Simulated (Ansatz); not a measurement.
C$_{2}$H$_{7}$NSi$_{2}$, SMILES `[SiH3]/N=C1\C[SiH2]1`, charge 0, multiplicity 1.

(1) Give a relaxed structure at PBE0-D4/def2-TZVP (the Gaussian-basis code of Ansatz). (An estimate is asked.)

Answers

(1) Ansatz gave: 
Z-matrix (Å, degrees):
```
Si
N 1 1.755
H 1 1.489 2 110.8
H 1 1.481 2 108.3 3 -119.7
H 1 1.490 2 110.8 3 120.7
C 2 1.252 1 122.2 3 -60.3
Si 6 1.850 2 153.5 1 -179.5
C 6 1.513 2 139.2 1 -0.1
H 7 1.480 6 121.0 2 -78.9
H 7 1.480 6 120.9 2 77.8
H 8 1.090 6 115.9 2 68.0
H 8 1.090 6 116.0 2 -67.0
```
Point group Cs.
This is one stationary point; other conformers may exist.
